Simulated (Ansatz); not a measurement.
`[NH2][In]([Cl])[Cl]` and `C[CH2][In]([NH2])[Cl]` differ in one atom or group.

Ansatz, PBE0-D4/def2-TZVP geometries, multiplicity 1. Each molecule was computed in one conformer, which needn't be the lowest.

Elements past krypton have def2 core potentials.

```tsv
property	`[NH2][In]([Cl])[Cl]`
HOMO energy (B3LYP/def2-TZVPP) / eV	-7.84
HOMO–LUMO gap (B3LYP/def2-TZVPP) / eV	5.45
LUMO energy (ωB97M-V/def2-TZVPP) / eV	-0.17
size of the dipole moment (PBE/def2-TZVPP) / D	2.92
HOMO–LUMO gap (PBE/def2-TZVPP) / eV	3.76
HOMO–LUMO gap (ωB97M-V/def2-TZVPP) / eV	10.25
```

(1) Give the same properties after the change, and the shifts. (Best estimate.)

Results:

(1) The calculation gave: 
```csv
property,`C[CH2][In]([NH2])[Cl]`,shift
HOMO energy (B3LYP/def2-TZVPP) / eV,-7.03,0.81
HOMO–LUMO gap (B3LYP/def2-TZVPP) / eV,5.81,0.36
LUMO energy (ωB97M-V/def2-TZVPP) / eV,0.58,0.75
size of the dipole moment (PBE/def2-TZVPP) / D,3.64,0.72
HOMO–LUMO gap (PBE/def2-TZVPP) / eV,4.21,0.45
HOMO–LUMO gap (ωB97M-V/def2-TZVPP) / eV,10.19,-0.06
```

With PBE0 the HOMO rises by 0.82 eV and the LUMO rises by 1.15 eV, so the gap widens by about 0.33 eV. PBE moves the HOMO by 0.78 eV and ωB97M-V by 0.81 eV. Dipoles are sizes alone; their direction can turn.

B3LYP here is the variant with VWN-RPA as its local correlation; programs differ in this.
